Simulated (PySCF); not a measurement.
Isomers of C7H14Ge and their computed core-level spectra.

Theory: delta-SCF UKS SCAN, pcX-2 on the ionised atom, pcseg-1 elsewhere, spin-free X2C in PySCF. Geometries: PBE0-D3(BJ)/def2-SVP; isolated species, one conformer each.

Line lists (1s up to Mg, 2p3/2 beyond, nothing for Ge; areas count atoms within a level, one atom standing for each set equivalent by bonding):
1. C 1s: 289.56 (area 1), 289.77 (area 1), 289.86 (area 1), 290.21 (area 1), 290.26 (area 1), 290.35 (area 1), 290.40 (area 1) eV
2. C 1s: 289.57 (area 2), 289.81 (area 1), 290.29 (area 2), 290.32 (area 1), 290.33 (area 1) eV
3. C 1s: 289.38 (area 1), 290.00 (area 1), 290.27 (area 3), 290.65 (area 1), 291.05 (area 1) eV

Structures:
A. `C=C[C@@H]1[GeH2][CH2][C@@H]1CC`
B. `[CH2]1[GeH]([CH]2CCC2)[CH2]C1`
C. `CC(C)(C)CC#[C][GeH3]`

**Question.** Match each list to its structure.

**Answer.** 
- 1 = A: no other candidate has these counts of sites. C 1s: 289.56 terminal =CH2 carbon, 289.77 sp3 carbon bound to germanium, 289.86 sp3 carbon bound to germanium, 290.21 chain CH2 carbon, 290.26 alkene CH carbon, 290.35 four-membered-ring carbon, 290.40 methyl carbon.
- 2 = B: no other candidate has these counts of sites. C 1s: 289.57 sp3 carbon bound to germanium (×2), 289.81 sp3 carbon bound to germanium, 290.29 four-membered-ring carbon (×2), 290.32 four-membered-ring carbon, 290.33 four-membered-ring carbon.
- 3 = C: no other candidate has these counts of sites. C 1s: 289.38 alkyne carbon, 290.00 alkyne carbon, 290.27 methyl carbon (×3), 290.65 quaternary sp3 carbon, 291.05 propargylic carbon.

2 of these hole states are spin-contaminated (⟨S²⟩ up to 0.87, against 0.75; counted from 0.85) and less certain.
